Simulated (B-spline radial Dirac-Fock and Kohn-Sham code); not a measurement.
# How the levels of sulfur move as electrons are removed

These are calculated numbers from a radial finite-basis atomic code; the model is Dirac-Fock (average of configuration) total-energy differences with a finite nucleus, the Breit interaction including its frequency dependence, and self-energy and vacuum-polarisation corrections. Each ion is free and in its tabulated ground configuration. Correlation energy is missing from these numbers.

Reference: S, [Ne] 3s2 3p4, with K 2480.2 eV, L1 237.7 eV. Shifts from it, in eV (a dash: the subshell is empty, belongs to an open shell averaged over j, or its hole state is left out as unreliable):

```
 ion  configuration       K      L1
  S⁺   [Ne] 3s2 3p3   +13.8   +13.3
 S²⁺   [Ne] 3s2 3p2   +29.9   +28.5
 S³⁺   [Ne] 3s2 3p1   +48.1   +45.6
 S⁴⁺       [Ne] 3s2   +68.5   +64.4
 S⁵⁺       [Ne] 3s1       –       –
 S⁶⁺   [He] 2s2 2p6       ?       ?
 S⁷⁺   [He] 2s2 2p5  +181.8  +151.4
 S⁸⁺   [He] 2s2 2p4  +252.9  +198.5
 S⁹⁺   [He] 2s2 2p3  +328.5  +247.9
S¹⁰⁺   [He] 2s2 2p2  +408.4  +299.5
```

**Question.** Give the missing shifts for S⁶⁺.

**Answer.** K +115.1, L1 +106.5 (eV).
